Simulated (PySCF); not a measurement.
**Potential energy of SnPb along the bond**

Set-up: Sn aug-cc-pVDZ-PP with ECP28, Pb aug-cc-pVDZ-PP with ECP60; scalar-relativistic core potentials (PySCF 2.14). Energies in eV from Sn + Pb in their ground configurations at the same level. State: ³Σ⁻ (triplet), unpaired electrons π ↑↑.

```json
{"R (Å)": "2.434", "PBE0": "-1.305", "M06": "-1.701", "UHF": "0.2286"}
{"R (Å)": "2.547", "PBE0": "-1.845", "M06": "-2.313", "UHF": "-0.3156"}
{"R (Å)": "2.660", "PBE0": "-2.138", "M06": "-2.671", "UHF": "-0.5984"}
{"R (Å)": "2.745", "PBE0": "-2.240", "M06": "-2.816", "UHF": "-0.6857"}
{"R (Å)": "2.830", "PBE0": "-2.267", "M06": "-2.884", "UHF": "-0.6931"}
{"R (Å)": "2.915", "PBE0": "-2.238", "M06": "-2.891", "UHF": "-0.6390"}
{"R (Å)": "3.028", "PBE0": "-2.134", "M06": "-2.831", "UHF": "-0.4962"}
{"R (Å)": "3.170", "PBE0": "-1.934", "M06": "-2.679", "UHF": "-0.2401"}
{"R (Å)": "3.339", "PBE0": "-1.635", "M06": "-2.430", "UHF": "0.1368"}
{"R (Å)": "3.566", "PBE0": "-1.197", "M06": "-2.047", "UHF": "0.6913"}
```

Task: Put a parabola through the three lowest points of the PBE0 curve and estimate Re, k and ωe (reduced mass 76.06 u; 1 eV/Å² = 0.16022 mdyn/Å; ωe = 1302.8·√(k/μ) cm⁻¹).

Result: Through R = 2.745, 2.83, 2.915 Å the second-order coefficient is 3.88 eV/Å², so Re ≈ 2.828 Å, k ≈ 1.24 mdyn/Å and ωe ≈ 166 cm⁻¹. A polynomial fit of higher order to the unrounded PBE0 energies gives Re = 2.825 Å, k = 1.27 mdyn/Å, ωe = 169 cm⁻¹; anharmonicity and rounding make the difference.

The higher-order fit for each curve: PBE0: Re = 2.825 Å, ωe = 169 cm⁻¹, De = 2.27 eV; M06: Re = 2.883 Å, ωe = 158 cm⁻¹, De = 2.89 eV; UHF: Re = 2.796 Å, ωe = 184 cm⁻¹, De = 0.70 eV.

These are scalar-relativistic numbers at best; spin–orbit coupling would shift them, the dissociation energy most. The state is the lowest determinant that a PBE0 search found; another state may lie lower at other levels.
